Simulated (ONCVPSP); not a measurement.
Configuration tests for Mn (ONCV)

* Element: manganese (Mn)
* Generator: ONCVPSP 4.0.1
* Type: optimised norm-conserving Vanderbilt (ONCV)
* Functional: LDA (Perdew-Wang 92)
* Relativity: scalar-relativistic
* Frozen core: [Ne]
* Valence charge: 15
* Reference configuration: 3s2 3p6 3d5 4s2
* Partial waves: 3s+4s: rc 1.50 bohr, ncon 4, nbas 9, qcut 8.1 1/bohr, 3 projectors, debl 2 Ha; 3p: rc 1.45 bohr, ncon 5, nbas 9, qcut 9.4 1/bohr, 2 projectors, debl 1.9 Ha; 3d: rc 2.00 bohr, ncon 4, nbas 9, qcut 6.2 1/bohr, 2 projectors, debl 1.8 Ha
* Local potential: polynomial inside 0.90 bohr (lpopt 5, dvloc0 0 Ha)
* Core correction: Teter function, fcfact 4.75, rcfact 1.3

In the p channel the program set the typed energies aside and used -2.002, 0.250 Ha.

Energies are relative to the spin-unpolarised reference configuration 3s2 3p6 3d5 4s2; without spin polarisation the order of configurations can differ from experiment.

```
valence configuration  charge  ΔE all-electron (eV)  error AE − PS (meV)
      3s2 3p6 3d5 4s1      +1                 8.647                 +2.4
      3s2 3p6 3d4 4s0      +3                57.332                 +190
```

Problem. What are ΔE and the potential's error for 3s2 3p6 3d5 4s0?

Solution. ΔE = 24.517 eV all-electron; the error (AE − PS) is +12 meV.

Problem. What are ΔE and the potential's error for 3s2 3p6 3d6 4s0?

Solution. ΔE = 7.009 eV all-electron; the error (AE − PS) is +202 meV.

Levels in the configuration 3s2 3p6 3d5 4s0:

```json
{"level": "3s", "all-electron (eV)": "-103.313", "pseudo (eV)": "-103.531"}
{"level": "3p", "all-electron (eV)": "-72.404", "pseudo (eV)": "-72.558"}
{"level": "3d", "all-electron (eV)": "-24.622", "pseudo (eV)": "-24.746"}
```
